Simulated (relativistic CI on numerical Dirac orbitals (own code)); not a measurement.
**d1 to d9 in one tetrahedral field**

Computed with a parametric ligand-field model without spin-orbit coupling, by exact diagonalisation: B = 790, C = 3190, 10Dq = -8300 cm⁻¹ (Td; |10Dq|/B = 10.5) for every shell. Energies in cm⁻¹; the field energy is (0.6 n_e − 0.4 n_t2) × 10Dq of the ground term; g labels are left out.

```csv
Shell,Ground term,Electrons in e,Field energy,First spin-allowed bands,Lowest term of other spin
d1,2E,1.000,-4980,2T2 8300,
d2,3A2,2.000,-9960,"3T2 8300, 3T1 13598",1E 12280
d3,4T1,1.926,-6025,"4T2 7271, 4A2 15571",2E 6990
d4,5T2,2.000,-3320,5E 8300,3T1 9713
d5,6A1,2.000,0,none,4T1 17764
d6,5E,3.000,-4980,5T2 8300,3T1 10330
d7,4A2,4.000,-9960,"4T2 8300, 4T1 13598",2E 14862
d8,3T1,3.926,-6025,"3T2 7271, 3A2 15571",1T2 11570
d9,2T2,4.000,-3320,2E 8300,
```

Every shell keeps the spin of the free ion. Tetrahedral fields of 3d complexes are almost always too weak to pair spins. High-spin d^(n+5) repeats the spin-allowed bands of d^n, since the half-filled shell is spherical.
